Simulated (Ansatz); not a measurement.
`[CH3][Nb](=[O])([F])[F]`, relaxed with RKS PBE0-D4/def2-TZVP in Ansatz 0.2.0 from a PBE-D4/def2-SVP geometry. The force threshold is 0.005 eV/Å; the program also tests the step.

The species carries charge 0 and has multiplicity 1. Nb takes the def2 core potential.

Start:

```xyz
8

C     0.139   -0.439    1.024
Nb   -0.136    0.425   -0.918
O     0.349   -0.828   -1.972
F    -1.967    0.769   -1.155
F     1.043    1.877   -1.087
H    -0.490   -1.349    1.130
H     1.199   -0.744    1.161
H    -0.137    0.289    1.817
```

| step | energy (eV) | largest force (eV/Å) | largest move (Å) |
| --- | --- | --- | --- |
| 1 | -10117.6871 | 0.909 | 0.000 |
| 2 | -10117.7211 | 0.225 | 0.025 |
| 3 | -10117.7228 | 0.049 | 0.017 |
| 4 | -10117.7233 | 0.010 | 0.012 |
| 5 | -10117.7233 | 0.007 | 0.001 |
| 6 | -10117.7233 | 0.001 | 0.002 |

End:

```xyz
8

C     0.140   -0.441    1.024
Nb   -0.131    0.412   -0.915
O     0.343   -0.819   -1.964
F    -1.945    0.776   -1.150
F     1.024    1.866   -1.086
H    -0.478   -1.338    1.128
H     1.185   -0.735    1.162
H    -0.137    0.278    1.802
```

Hardware: 4 threads of an Arm Neoverse V2 on a shared host. Wall time 16 s, peak host memory 0.41 GiB.
